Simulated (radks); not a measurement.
Ni19+, 9 electrons, occupied as [He] 2s2 2p5.

Calculated with a radial shooting solver on a logarithmic mesh with Libxc functionals: scalar-relativistic Kohn-Sham, LDA (Slater exchange, VWN5 correlation), spin-polarised, spherical densities, finite nucleus; open shells are filled with parallel spins first; Fermi nuclear charge, rms radius 3.7757 fm.

Energy parts (hartree):
| part | energy |
|---|---|
| total | -1290.78705 |
| kinetic | 1311.18088 |
| electron-nucleus | -2783.04591 |
| Hartree | 219.05727 |
| exchange-correlation | -37.97929 |

Orbitals (lengths in bohr, moments of r in powers of bohr; <r^-3> diverges for s and p1/2):
| orbital | occ. | eigenvalue (hartree) | <r^-3> |
|---|---|---|---|
| 1s up | 1 | -331.6368 | - |
| 1s down | 1 | -331.4430 | - |
| 2s up | 1 | -63.44534 | - |
| 2s down | 1 | -63.17257 | - |
| 2p up | 3 | -59.01843 | 671.4 |
| 2p down | 2 | -58.69278 | 668.8 |

The highest occupied level is 2p down at -1597.1 eV. The spin density at the nucleus is -2.025 e/bohr^3 (1s -6.462, 2s 4.437). The density falls to 0.001 e/bohr^3 at r = 0.80 bohr. Spin moment in Bohr magnetons: 1. For comparison, the ionisation energy in NIST's Atomic Spectra Database is 1646 eV (semi-empirical). In exact Kohn-Sham theory the highest level is minus the ionisation energy, but local and semilocal functionals leave it too shallow, through self-interaction and a potential that decays too fast; potentials with the right tail come closer. The electron density at the nucleus is 1.956e+04 e/bohr^3 (large components only).
